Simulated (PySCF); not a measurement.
IK (SMILES [K][I]), singlet, at a GFN2-xTB geometry (such geometries of metal compounds can be far from the true shape) (core potentials on I); HF/def2-SVPD, polarisability (PySCF).

PySCF was given this input:
```python
from pyscf import gto, scf
from pyscf.prop import polarizability

mol = gto.Mole()
mol.atom = '''
    K    -0.000000   -0.000000   -2.323818
    I     0.000000    0.000000    0.833067
'''
mol.basis = 'def2-svpd'
mol.ecp = {'I': 'def2-svpd'}
mol.charge = 0
mol.spin = 0
mol.verbose = 3
mol.build()

mf = scf.RHF(mol)
mf.kernel()
alpha = mf.Polarizability().polarizability()[2, 2]
print('alpha_zz =', alpha)
```

Question: Write the output that PySCF gives for this input, abridged.

Answer: 
```
site-packages/pyscf/prop/efg/rhf.py:45: UserWarning: Module EFG is under testing
  warnings.warn('Module EFG is under testing')
site-packages/pyscf/prop/efg/dhf.py:30: UserWarning: Module EFG is under testing
  warnings.warn('Module EFG is under testing')
site-packages/pyscf/prop/zfs/uhf.py:40: UserWarning: Module ZFS is under testing
  warnings.warn('Module ZFS is under testing')
site-packages/pyscf/prop/gtensor/uhf.py:43: UserWarning: Module g-tensor is under testing
  warnings.warn('Module g-tensor is under testing')
site-packages/pyscf/prop/gtensor/uks.py:41: UserWarning: Module g-tensor is under testing
  warnings.warn('Module g-tensor is under testing')
site-packages/pyscf/prop/hfc/uks.py:35: UserWarning: Module HFC is under testing
  warnings.warn('Module HFC is under testing')
site-packages/pyscf/prop/magnetizability/rhf.py:39: UserWarning: Module magnetizability is under testing
  warnings.warn('Module magnetizability is under testing')
site-packages/pyscf/prop/magnetizability/uhf.py:37: UserWarning: Module magnetizability is under testing
  warnings.warn('Module magnetizability is under testing')
site-packages/pyscf/prop/magnetizability/rks.py:37: UserWarning: Module magnetizability is under testing
  warnings.warn('Module magnetizability is under testing')
site-packages/pyscf/prop/magnetizability/uks.py:39: UserWarning: Module magnetizability is under testing
  warnings.warn('Module magnetizability is under testing')
site-packages/pyscf/prop/polarizability/uhf.py:34: UserWarning: Module polarizability is under testing
  warnings.warn('Module polarizability is under testing')
site-packages/pyscf/prop/polarizability/rks.py:29: UserWarning: Module polarizability is under testing
  warnings.warn('Module polarizability is under testing')
site-packages/pyscf/prop/polarizability/uks.py:29: UserWarning: Module polarizability is under testing
  warnings.warn('Module polarizability is under testing')
converged SCF energy = -895.828121686681
alpha_zz = 63.740774882055334
```
